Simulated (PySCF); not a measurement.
Ta(O)(OH)2(NH2) (H4NO3Ta), SMILES [NH2][Ta](=[O])([OH])[OH], multiplicity 1. Coordinates come from a B3LYP-D3(BJ)/def2-SVP optimisation. The multiplicity is an assumed one; no other spin state was optimised. The structure was generated by enumeration; whether it is a known compound was not checked. The def2 effective core potentials stand for the cores of Ta; spin–orbit coupling is left out. One conformer was computed; it need not be the lowest.

Q: Give the equilibrium geometry at B3LYP-D3(BJ)/def2-SVP (PySCF confirms it by a frequency run) as Cartesian coordinates in Å, and its point group. (The exact figures need the calculation; the answer reports its results.)

A: Several could match; the one computed here: point group Cs.
```xyz
9

Ta     0.0186    -0.0255     0.0000
O     -0.0813    -1.7572     0.0000
O      0.9260     0.6216     1.5693
H      1.2575     0.2168     2.3779
O      0.9260     0.6216    -1.5693
H      1.2575     0.2168    -2.3779
N     -1.8803     0.5760     0.0000
H     -2.6924    -0.0369     0.0000
H     -2.1821     1.5493     0.0000
```
